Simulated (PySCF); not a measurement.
Input file for PySCF: R-HF/3-21G on CH6GeO2 (SMILES C[O][GeH2][OH]), a point of a torsion scan.

```python
from pyscf import gto, scf, dft, mp
from pyscf.data.elements import chemcore

mol = gto.M(
    atom='''
    C     1.48285377   -0.15002519   -0.18128988
    O     0.43794032    0.77511909    0.02309006
    Ge   -1.25614623    0.43236289    0.36393745
    O    -2.06010248    1.78663142   -0.33350791
    H     2.27833531    0.37507862   -0.71219263
    H     1.87211411   -0.51504031    0.77188025
    H     1.15968958   -1.00493958   -0.77843257
    H    -1.67980953   -0.83944234   -0.33153851
    H    -1.52776092    0.43006015    1.84106222
    H    -1.48735057    2.37565717   -0.82298947
    ''',
    basis='3-21g',
    charge=0, spin=0, verbose=3, max_memory=1800)
mf = scf.RHF(mol)
mf.conv_tol = 1e-8
mf.max_cycle = 100
mf.kernel()
if not mf.converged:
    mf = mf.newton().run(mf.mo_coeff, mf.mo_occ)
```

Program output:

```
converged SCF energy = -2255.42111707335
```

Self-consistency was reached.

Cost: about 0.4 core-seconds (a rough figure).
